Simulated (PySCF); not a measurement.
Where the electron goes

C₆H₇NO₂.
Geometry (GFN2-xTB, Å), atoms numbered from 1 in this order:
```
atom  x, y, z in Å
C1    -1.776    0.807    1.357
C2    -0.977    0.593    0.110
O3    -0.919    1.359   -0.810
C4    -0.165   -0.721    0.122
C5    -0.429   -1.483   -1.067
N6    -0.650   -2.104   -2.000
C7     1.314   -0.286    0.225
C8     1.915    0.144   -1.068
O9     1.855   -0.272    1.296
H10   -2.514    0.014    1.467
H11   -2.279    1.770    1.318
H12   -1.111    0.772    2.219
H13   -0.422   -1.317    1.004
H14    1.259    0.875   -1.543
H15    1.989   -0.711   -1.738
H16    2.902    0.569   -0.905
```

Level of theory: PySCF, TDDFT PBE0/def2-SVPD, vertical, gas phase, core orbitals frozen in the response.

Frontier orbitals with the atoms that hold most of them (Löwdin shares over 4%, at most four atoms; ? is withheld):

```csv
orbital,ε (eV),atoms
LUMO+2,0.19,"C1 16%, C5 15%, H13 14%, N6 10%"
LUMO+1,-0.96,"C7 24%, C2 18%, O9 17%, O3 10%"
LUMO,?,"C2 24%, O3 23%, O9 16%, C7 16%"
HOMO,-8.10,?
HOMO-1,-8.55,?
HOMO-2,-10.14,"N6 46%, C5 36%, C4 6%"
HOMO-3,-10.40,"N6 42%, C5 34%, O3 7%, O9 4%"
```

Problem. Which atoms hold the HOMO-1, and with what shares?

Solution. O3 (bonded to C) 42%; O9 (bonded to C) 20%; C4 (bonded to 3 C and H) 8%; C2 (bonded to 2 C and O) 7%. By element: oxygen 62%, carbon 15% or more.

Problem. Which atoms hold the HOMO, and with what shares?

Solution. O9 (bonded to C) 39%; O3 (bonded to C) 15%; C4 (bonded to 3 C and H) 12%; C7 (bonded to 2 C and O) 8%. By element: oxygen 54%, carbon 20% or more.

Problem. What is the LUMO energy, and the HOMO–LUMO gap?

Solution. ε(LUMO) = -1.98 eV; the gap is 6.12 eV (0.2249 hartree).

Problem. The HOMO–LUMO gap is 6.12 eV. Where does the response calculation put the lowest singlet, and from which orbitals?

Solution. S1 is at 4.28 eV (f = 0.0076), 1.84 eV below the gap, made of HOMO→LUMO (82%), HOMO-1→LUMO+1 (11%). Without the coupling terms of the response equations the lowest excitation would equal the gap.

Problem. One configuration dominates each of S1, S2, S3, S4 and S6. Which, and how do the shares of the two leading atoms of either orbital change from the occupied to the empty one?

Solution. 
- S1 (4.28 eV, f 0.0076), HOMO→LUMO (82%): O9 39% → 16%, O3 15% → 23%, C2 at most 9% → 24%
- S2 (4.48 eV, f 0.0005), HOMO-1→LUMO (78%): O3 42% → 23%, O9 20% → 16%, C2 7% → 24%
- S3 (5.66 eV, f 0.0093), HOMO→LUMO+1 (76%): O9 39% → 17%, O3 15% → 10%, C7 8% → 24%, C2 at most 9% → 18%
- S4 (6.27 eV, f 0.072), HOMO-1→LUMO+1 (83%): O3 42% → 10%, O9 20% → 17%, C7 at most 8% → 24%, C2 7% → 18%
- S6 (6.94 eV, f 0.0019), HOMO-2→LUMO (97%): N6 46% → at most 16%, C5 36% → at most 16%, C2 at most 4% → 24%, O3 at most 4% → 23%

Löwdin shares depend on the basis, the more so with diffuse functions.

One conformer stands for the species.
